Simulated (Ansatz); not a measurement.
Consider the ligand exchange at the Sn–N bond: `[OH][SnH2][NH][SiH3]` + HCl → `[OH][SnH2][Cl]` + `N[SiH3]`.

Program: Ansatz. Geometries: PBE0-D4/def2-TZVP. ΔE: electronic, gas phase. CCSD(T)/CBS adds triple-zeta CCSD(T) − MP2 to the extrapolated MP2 energy (def2 sets, frozen cores). This one scheme is used for every species. Functionals use def2-TZVPP. B3LYP here is the variant with VWN-RPA as its local correlation; programs differ in this. Elements past krypton have def2 core potentials. For Sn outer-core shells are correlated without core-valence functions, which leaves a few kJ/mol of doubt a bond. Each species was taken in one conformer, which may not be the lowest.

```json
{"level": "PBE-D4", "ΔE (kJ/mol)": "-83.7", "difference from CCSD(T)/CBS": "-6.9"}
{"level": "r2SCAN-D4", "ΔE (kJ/mol)": "-87.2", "difference from CCSD(T)/CBS": "-10.4"}
{"level": "B3LYP-D4", "ΔE (kJ/mol)": "-84.5", "difference from CCSD(T)/CBS": "-7.7"}
{"level": "ωB97X-V", "ΔE (kJ/mol)": "-83.3", "difference from CCSD(T)/CBS": "-6.5"}
{"level": "B2PLYP", "ΔE (kJ/mol)": "-84.1", "difference from CCSD(T)/CBS": "-7.3"}
{"level": "r2SCAN", "ΔE (kJ/mol)": "-88.5", "difference from CCSD(T)/CBS": "-11.7"}
{"level": "B3LYP", "ΔE (kJ/mol)": "-91.3", "difference from CCSD(T)/CBS": "-14.5"}
{"level": "MP2/def2-TZVPP", "ΔE (kJ/mol)": "-72.8", "difference from CCSD(T)/CBS": "4.0"}
{"level": "SCS-MP2/def2-TZVPP", "ΔE (kJ/mol)": "-74.2", "difference from CCSD(T)/CBS": "2.6"}
{"level": "CCSD/def2-TZVPP", "ΔE (kJ/mol)": "-74.6", "difference from CCSD(T)/CBS": "2.2"}
{"level": "CCSD(T)/def2-TZVPP", "ΔE (kJ/mol)": "-71.8", "difference from CCSD(T)/CBS": "5.0"}
{"level": "HF/def2-QZVPP", "ΔE (kJ/mol)": "-97.6", "difference from CCSD(T)/CBS": "-20.8"}
{"level": "MP2/def2-QZVPP", "ΔE (kJ/mol)": "-75.7", "difference from CCSD(T)/CBS": "1.1"}
{"level": "SCS-MP2/def2-QZVPP", "ΔE (kJ/mol)": "-77.2", "difference from CCSD(T)/CBS": "-0.4"}
{"level": "HF/CBS(def2)", "ΔE (kJ/mol)": "-97.6", "difference from CCSD(T)/CBS": "-20.8"}
{"level": "CCSD/CBS(def2)", "ΔE (kJ/mol)": "-79.6", "difference from CCSD(T)/CBS": "-2.8"}
{"level": "CCSD(T)/CBS", "ΔE (kJ/mol)": "-76.8", "difference from CCSD(T)/CBS": "0"}
```

Largest T1 diagnostic among the species: 0.013.

The D4 term adds +6.8 kJ/mol with B3LYP and +4.0 kJ/mol with PBE0; it sums over pairs of atoms, weighted by their polarisabilities, and B3LYP, whose exchange is more repulsive, gets the larger term. In def2-TZVPP, CCSD(T) changes the Hartree–Fock value by +25.7 kJ/mol (the triples alone add +2.8 kJ/mol) and MP2 by +24.7 kJ/mol.
